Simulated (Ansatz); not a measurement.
Mulliken charges of C₂H₄SSi, SMILES `C1=CS[SiH2]1` from r2SCAN/def2-TZVPP in Ansatz (PBE0-D4/def2-TZVP geometry).

```csv
atom,x (Å),y (Å),z (Å),charge (e)
C1,-0.565,0.720,-0.117,-0.406
C2,0.553,0.968,0.583,0.155
S3,1.588,-0.473,0.740,-0.239
Si4,-0.160,-1.051,-0.410,0.479
H5,-1.341,1.438,-0.341,0.072
H6,0.873,1.903,1.038,0.080
H7,-1.001,-2.082,0.248,-0.071
H8,0.146,-1.480,-1.798,-0.071
```

**Question.** By hand: the dipole of these point charges (1 e Å = 4.8032 D).

**Answer.** Σ q r = (-0.107, -0.024, -0.067) e Å, of length 0.129 e Å = 0.62 D.

**Question.** How does the dipole of the full density compare? (Estimate.)

**Answer.** Computed: (-0.230, 0.117, -0.095) e Å, 1.32 D; the point charges give 0.47 times that, at 37° from its direction.

Point charges leave out the atoms' own dipoles, such as those of lone pairs, and Mulliken's split depends on the basis, so the two needn't agree.
